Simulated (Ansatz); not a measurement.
`[SiH3]B(Cl)Cl` + `FC(F)(F)COBCl` → `FC(F)(F)COB(Cl)Cl` + `[SiH3]BCl`  (redistribution)

Gas-phase electronic energies from Ansatz, PBE0-D4/def2-TZVP geometries. CCSD(T)/CBS adds triple-zeta CCSD(T) − MP2 to the extrapolated MP2 energy (def2 sets, frozen cores). This one scheme is used for every species. DFT in def2-TZVPP. Each species was taken in one conformer, which may not be the lowest.

```tsv
level	ΔE (kJ/mol)	difference from CCSD(T)/CBS
BLYP-D4	18.5	0.8
r2SCAN-D4	17.3	-0.4
r2SCAN0-D4	16.3	-1.4
ωB97M-V	16.6	-1.1
revPBE	21.6	3.9
PBE0	18.4	0.7
BHLYP	17.3	-0.4
LC-ωPBE	16.8	-0.9
CCSD(T)/def2-TZVPP	16.7	-1.0
HF/CBS(def2)	16.1	-1.6
CCSD(T)/CBS	17.7	0
```

Largest T1 diagnostic among the species: 0.014.

From BLYP to BHLYP (50 % exact exchange), in def2-TZVPP and without D4, ΔE moves by −4.4 kJ/mol. Leaving LDA and LC-ωPBE aside and taking each functional with its dispersion term where it has one, the values, not all of them listed here, spread over 4.7 kJ/mol, from B97M-V to PBE-D4.
